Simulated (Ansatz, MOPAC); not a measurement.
System: SiAsH₄, net charge -1, singlet state. SMILES: [SiH2-][AsH2]

Atoms: Si1, As2, H3, H4, H5, H6. Bonds: Si1-As2, Si1-H3, Si1-H4, As2-H5, As2-H6.

Bond lengths (Å) and angles (degrees) optimised at AM1 with MOPAC; PM3 with MOPAC; HF/STO-3G with Ansatz (a first-principles code), each started from the B3LYP-D3(BJ)/def2-TZVP structure (Ansatz) of the last column. A row stands for all coordinates that are equal there; 6 of 7 kinds are shown. No wavenumbers were computed at HF/STO-3G, so these may be saddle points.

```json
[
 {"coordinate": "Si1-As2", "AM1": "2.390", "PM3": "2.405", "HF/STO-3G": "2.425", "B3LYP-D3(BJ)/def2-TZVP": "2.508"},
 {"coordinate": "Si1-H3", "AM1": "1.458", "PM3": "1.518", "HF/STO-3G": "1.466", "B3LYP-D3(BJ)/def2-TZVP": "1.542"},
 {"coordinate": "As2-H5", "AM1": "1.529", "PM3": "1.534", "HF/STO-3G": "1.455", "B3LYP-D3(BJ)/def2-TZVP": "1.538"},
 {"coordinate": "As2-Si1-H3", "AM1": "120.2", "PM3": "94.1", "HF/STO-3G": "92.3", "B3LYP-D3(BJ)/def2-TZVP": "90.4"},
 {"coordinate": "Si1-As2-H5", "AM1": "96.9", "PM3": "96.3", "HF/STO-3G": "98.1", "B3LYP-D3(BJ)/def2-TZVP": "96.7"},
 {"coordinate": "H3-Si1-H4", "AM1": "119.3", "PM3": "96.5", "HF/STO-3G": "92.3", "B3LYP-D3(BJ)/def2-TZVP": "92.6"}
]
```

Mean signed difference of all 5 bond lengths from B3LYP-D3(BJ)/def2-TZVP: AM1 -0.061 Å, PM3 -0.032 Å, HF/STO-3G -0.080 Å.
